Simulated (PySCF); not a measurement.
## Orbital picture of Ca₂

ωB97X at R = 4.257 Å; basis Ca def2-SVPD; no relativity; PySCF 2.14. State: ¹Σg⁺ (singlet), closed shell. Only the outer orbitals are listed.

| orbital | occ. | ε (eV) | main shells (%) |
| --- | --- | --- | --- |
| πu | 2 | -33.20 | 100 p |
| πu | 2 | -33.20 | 100 p |
| πg | 2 | -33.19 | 100 p |
| πg | 2 | -33.19 | 100 p |
| σg | 2 | -33.18 | 100 p |
| σu | 2 | -33.16 | 100 p |
| σg | 2 | -6.83 | 95 s |
| σu | 2 | -5.13 | 95 s |
| σg | 0 | -0.18 | 87 p, 10 s |
| πu | 0 | -0.07 | 95 p |
| πu | 0 | -0.07 | 95 p |

Q: Which are the highest filled and the lowest empty level, where do they sit, and how wide is the gap?

A: Highest filled σu at -5.13 eV (in %: 95 s); lowest empty σg at -0.18 eV (in %: 87 p, 10 s); the gap at ωB97X is 4.95 eV.

* bond order (Mayer): 0.32
* ⟨S²⟩: 0.000

Closed-shell solutions of metal pairs were not tested for spin polarisation, which can lower them a little.
